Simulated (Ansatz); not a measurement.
Calculated with Ansatz (gas phase, PBE0-D4/def2-TZVP geometries, no zero-point term in ΔE). CCSD(T)/CBS adds triple-zeta CCSD(T) − MP2 to the extrapolated MP2 energy (def2 sets, frozen cores). This one scheme is used for every species. Functionals use def2-TZVPP. One conformer a species, not always the lowest.

Consider the formal exchange of groups at the Si–H bond: `N[SiH](O)O` + `C=CCOC=C` → `C=C[Si](N)(O)O` + `C=CCO`.

`N[SiH](O)O`:

Z-matrix (Å, degrees):
```
Si
O 1 1.639
O 1 1.639 2 116.1
N 1 1.714 2 107.1 3 -119.6
H 1 1.475 2 104.4 3 114.2
H 2 0.959 1 117.1 3 74.9
H 3 0.959 1 117.0 2 -75.2
H 4 1.008 1 119.6 2 171.6
H 4 1.008 1 119.6 2 -46.2
```

`C=CCOC=C`:

Z-matrix (Å, degrees):
```
C
C 1 1.487
O 1 1.416 2 108.5
H 1 1.100 2 110.5 3 -119.3
H 1 1.097 2 111.0 3 121.2
C 2 1.324 1 123.8 3 -129.5
H 2 1.087 1 115.7 3 51.9
C 3 1.344 1 116.4 2 -178.2
H 6 1.086 2 121.4 1 2.1
H 6 1.083 2 121.6 1 -177.7
C 8 1.330 3 128.2 1 -0.6
H 8 1.085 3 110.1 1 179.5
H 11 1.081 8 123.7 3 -0.1
H 11 1.081 8 118.6 3 180.0
```

`C=C[Si](N)(O)O`:

Cartesian coordinates in Å:
```
C -1.105 -0.839 -1.606
C -0.085 -0.023 -1.354
Si 0.524 0.356 0.352
N -0.748 0.017 1.446
O 1.824 -0.523 0.855
O 1.080 1.898 0.276
H -1.652 -1.326 -0.804
H -1.437 -1.057 -2.618
H 0.429 0.436 -2.197
H -1.665 0.402 1.284
H -0.556 -0.047 2.433
H 1.672 -1.458 0.994
H 1.720 2.163 0.937
```

`C=CCO`:

Cartesian coordinates in Å:
```
C 0.647 1.186 -0.767
C 0.617 0.193 0.111
C -0.637 -0.414 0.644
O -0.700 -1.807 0.401
H -0.269 1.632 -1.144
H 1.581 1.598 -1.134
H 1.545 -0.246 0.472
H -1.510 0.107 0.229
H -0.677 -0.307 1.732
H -0.597 -1.942 -0.545
```

| level | ΔE (kJ/mol) |
| --- | --- |
| ωB97X-V | -45.5 |
| ωB97M-V | -49.8 |
| r2SCAN | -43.5 |
| HF/def2-TZVPP | -47.7 |

(1) What does CCSD(T)/CBS give? (An estimate is asked.)

Largest T1 diagnostic among the species: 0.012.

## Answers

(1) Ansatz gave: -53.1 kJ/mol. The listed levels differ from it by 7.6, 3.3, 9.6, 5.4 kJ/mol.

From PBE to PBE0 (25 % exact exchange), in def2-TZVPP and without D4, ΔE moves by −4.7 kJ/mol. In def2-TZVPP, CCSD(T) changes the Hartree–Fock value by −3.5 kJ/mol (the triples alone add +1.0 kJ/mol) and MP2 by −4.4 kJ/mol. The D4 term adds −4.7 kJ/mol with B3LYP and −2.6 kJ/mol with PBE0; it sums over pairs of atoms, weighted by their polarisabilities, and B3LYP, whose exchange is more repulsive, gets the larger term.

B3LYP here is the variant with VWN-RPA as its local correlation; programs differ in this.
